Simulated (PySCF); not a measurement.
B(H)2(PH2) (BH4P), SMILES BP.

Geometry optimised at B3LYP-D3(BJ)/def2-TZVP.

All values below come from B3LYP-D3(BJ)/def2-TZVP (PySCF).

Frequencies are harmonic and unscaled.

Computed harmonic wavenumbers and intensities:
```json
[
 {"mode": "1", "ν (cm⁻¹)": "431", "IR (km/mol)": "41.9", "Raman (Å⁴/amu)": "6.4", "depolarisation": "0.44", "moving atoms (share of kinetic energy)": "H 81 %, P 15 %"},
 {"mode": "2", "ν (cm⁻¹)": "488", "IR (km/mol)": "1.2", "Raman (Å⁴/amu)": "1.2", "depolarisation": "0.75", "moving atoms (share of kinetic energy)": "H 99 %"},
 {"mode": "3", "ν (cm⁻¹)": "532", "IR (km/mol)": "5.6", "Raman (Å⁴/amu)": "1.1", "depolarisation": "0.75", "moving atoms (share of kinetic energy)": "H 97 %"},
 {"mode": "4", "ν (cm⁻¹)": "744", "IR (km/mol)": "8.2", "Raman (Å⁴/amu)": "25.3", "depolarisation": "0.19", "moving atoms (share of kinetic energy)": "B 53 %, H 29 %, P 19 %"},
 {"mode": "5", "ν (cm⁻¹)": "887", "IR (km/mol)": "3.2", "Raman (Å⁴/amu)": "5.7", "depolarisation": "0.75", "moving atoms (share of kinetic energy)": "H 80 %, B 15 %"},
 {"mode": "6", "ν (cm⁻¹)": "929", "IR (km/mol)": "8.9", "Raman (Å⁴/amu)": "1.8", "depolarisation": "0.75", "moving atoms (share of kinetic energy)": "H 74 %, B 24 %"},
 {"mode": "7", "ν (cm⁻¹)": "1121", "IR (km/mol)": "50.1", "Raman (Å⁴/amu)": "14.0", "depolarisation": "0.71", "moving atoms (share of kinetic energy)": "H 95 %"},
 {"mode": "8", "ν (cm⁻¹)": "1187", "IR (km/mol)": "31.6", "Raman (Å⁴/amu)": "4.0", "depolarisation": "0.10", "moving atoms (share of kinetic energy)": "H 83 %, B 16 %"},
 {"mode": "9", "ν (cm⁻¹)": "2441", "IR (km/mol)": "20.5", "Raman (Å⁴/amu)": "173.2", "depolarisation": "0.13", "moving atoms (share of kinetic energy)": "H 98 %"},
 {"mode": "10", "ν (cm⁻¹)": "2460", "IR (km/mol)": "25.3", "Raman (Å⁴/amu)": "110.9", "depolarisation": "0.75", "moving atoms (share of kinetic energy)": "H 96 %"},
 {"mode": "11", "ν (cm⁻¹)": "2603", "IR (km/mol)": "82.9", "Raman (Å⁴/amu)": "146.5", "depolarisation": "0.09", "moving atoms (share of kinetic energy)": "H 95 %"},
 {"mode": "12", "ν (cm⁻¹)": "2694", "IR (km/mol)": "79.0", "Raman (Å⁴/amu)": "65.7", "depolarisation": "0.75", "moving atoms (share of kinetic energy)": "H 88 %, B 12 %"}
]
```
